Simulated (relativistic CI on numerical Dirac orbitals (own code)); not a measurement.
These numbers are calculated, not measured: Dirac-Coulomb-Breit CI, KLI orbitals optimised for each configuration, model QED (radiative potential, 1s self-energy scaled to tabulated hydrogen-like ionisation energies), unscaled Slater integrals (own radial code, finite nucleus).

CI space (outside the closed core [Ne]): 3s, 3p, 3d, 4s, 4p, 4d, 4f, 5s, 5p, 5d, 5f, 5g, 6s, 6p, 6d, 7s, 7p. Levels of other configurations are missing.

At this charge energies of transitions that change n are usually good to better than 1 %, and those within a shell (Δn = 0) to a few per cent.

Outline of the computed level scheme of Pr XLIX. Lowest level of each configuration: 3s ²S1/2 at 0.00 eV; 3p ²P°1/2 at 113.75 eV; 3d ²D3/2 at 384.85 eV; 4s ²S1/2 at 1881.32 eV; 4p ²P°1/2 at 1928.38 eV; 4d ²D3/2 at 2034.84 eV; 4f ²F°5/2 at 2076.02 eV; 5s ²S1/2 at 2718.17 eV; 5p ²P°1/2 at 2741.85 eV.

Some strong electric-dipole decays among the lowest 15 levels: 4f ²F°7/2 → 3d ²D5/2 (8.3e+13 s⁻¹); 4f ²F°5/2 → 3d ²D3/2 (7.9e+13 s⁻¹); 4d ²D5/2 → 3p ²P°3/2 (4.1e+13 s⁻¹); 4d ²D3/2 → 3p ²P°1/2 (3.3e+13 s⁻¹); 4p ²P°1/2 → 3s ²S1/2 (2.0e+13 s⁻¹); 4p ²P°3/2 → 3s ²S1/2 (1.5e+13 s⁻¹); 4s ²S1/2 → 3p ²P°3/2 (1.5e+13 s⁻¹); 5p ²P°1/2 → 3s ²S1/2 (1.1e+13 s⁻¹).
